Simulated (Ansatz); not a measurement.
Relaxation of a periodic cell of 21 atoms, H12SO8 (contents 6 H2O + 1 SO2, density as packed 1.12 g/cm³ with natural masses), to a largest force component of 0.3 eV/Å in at most 15 steps.

These are results of DFT PBE, scalar-relativistic, plane waves, PAW (Ansatz), not measurements. Settings: cutoff 420 eV, k mesh 1x1x1, fermi-dirac smearing 0.02 eV, no spin polarisation.

```xyz
21
Lattice="6.3330 0.0000 0.0000 0.0000 6.3330 0.0000 0.0000 0.0000 6.3330" Properties=species:S:1:pos:R:3:forces:R:3
O 1.652 3.637 5.435 0.98 0.17 -0.12
H 2.422 4.203 5.594 0.37 0.05 -0.13
H 1.937 3.050 4.719 0.29 0.47 -0.22
O 4.791 0.172 6.231 -0.91 -2.12 -1.64
H 4.843 0.462 5.308 -0.52 -0.22 -0.31
H 5.480 -0.505 6.303 -0.50 -0.26 -0.04
O 5.394 2.420 3.834 -0.01 -0.52 -0.73
H 6.299 2.076 3.804 -0.13 -0.02 -0.42
H 5.473 3.319 3.484 -0.05 0.13 0.09
O 2.962 4.484 2.271 -0.03 -0.30 0.14
H 2.465 5.242 1.928 0.05 0.42 0.05
H 3.490 4.189 1.515 0.06 -0.12 -0.05
O 2.815 1.135 4.006 -0.46 -0.19 0.00
H 3.345 1.939 3.907 0.52 0.05 -0.28
H 2.015 1.436 4.461 0.10 -0.39 0.07
O 0.855 0.187 0.699 1.11 -0.36 0.60
H 1.067 0.683 -0.106 0.29 -0.09 0.12
H 0.770 -0.728 0.395 0.24 -0.35 -0.09
S 5.876 2.560 0.145 -1.44 0.94 1.22
O 5.644 3.861 -0.514 -0.99 -0.34 1.39
O 4.813 1.958 0.975 1.03 3.05 0.34
```

**Question.** Where does it end, and by what steps?

**Answer.** The forces met the threshold. The threshold is loose, so the end isn't yet a minimum. Limits of this set-up: coarse k mesh. After 14 steps the energy has fallen by 4.576 eV; H3 moved furthest, 1.47 Å.

```json
{"step": "0", "energy less start (eV)": "0.0000", "largest force component (eV/Å)": "3.047", "accepted": "yes"}
{"step": "1", "energy less start (eV)": "-1.4981", "largest force component (eV/Å)": "1.471", "accepted": "yes"}
{"step": "2", "energy less start (eV)": "-2.1356", "largest force component (eV/Å)": "1.185", "accepted": "yes"}
{"step": "3", "energy less start (eV)": "-2.4968", "largest force component (eV/Å)": "2.116", "accepted": "yes"}
{"step": "4", "energy less start (eV)": "-2.9837", "largest force component (eV/Å)": "1.428", "accepted": "yes"}
{"step": "5", "energy less start (eV)": "-3.3321", "largest force component (eV/Å)": "0.908", "accepted": "yes"}
{"step": "6", "energy less start (eV)": "-3.6404", "largest force component (eV/Å)": "0.803", "accepted": "yes"}
{"step": "7", "energy less start (eV)": "-3.8759", "largest force component (eV/Å)": "0.969", "accepted": "yes"}
{"step": "8", "energy less start (eV)": "-4.0082", "largest force component (eV/Å)": "2.209", "accepted": "yes"}
{"step": "9", "energy less start (eV)": "-4.2470", "largest force component (eV/Å)": "1.252", "accepted": "yes"}
{"step": "10", "energy less start (eV)": "-4.3758", "largest force component (eV/Å)": "0.722", "accepted": "yes"}
{"step": "11", "energy less start (eV)": "-4.4773", "largest force component (eV/Å)": "0.369", "accepted": "yes"}
{"step": "12", "energy less start (eV)": "-4.5266", "largest force component (eV/Å)": "0.491", "accepted": "yes"}
{"step": "13", "energy less start (eV)": "-4.5544", "largest force component (eV/Å)": "0.404", "accepted": "yes"}
{"step": "14", "energy less start (eV)": "-4.5764", "largest force component (eV/Å)": "0.286", "accepted": "yes"}
```

```xyz
21
Lattice="6.3330 0.0000 0.0000 0.0000 6.3330 0.0000 0.0000 0.0000 6.3330" Properties=species:S:1:pos:R:3
O 2.299 3.829 5.143
H 3.133 3.962 5.635
H 2.442 4.356 4.286
O 3.941 0.319 5.837
H 3.494 0.611 4.982
H 4.736 -0.198 5.599
O 6.200 2.240 3.168
H 7.073 1.803 3.331
H 6.251 3.062 3.681
O 2.828 4.921 2.816
H 2.182 5.293 2.151
H 3.212 4.150 2.351
O 2.375 1.396 3.954
H 2.916 1.557 3.151
H 2.384 2.277 4.435
O 1.373 -0.510 0.707
H 2.179 -0.064 0.355
H 1.327 -1.305 0.124
S 5.008 2.257 0.924
O 5.304 3.429 0.084
O 3.751 2.395 1.682
```

Time of the run: 26 s on 1 thread of Arm Neoverse V1 (shared host), peak memory 0.34 GiB.
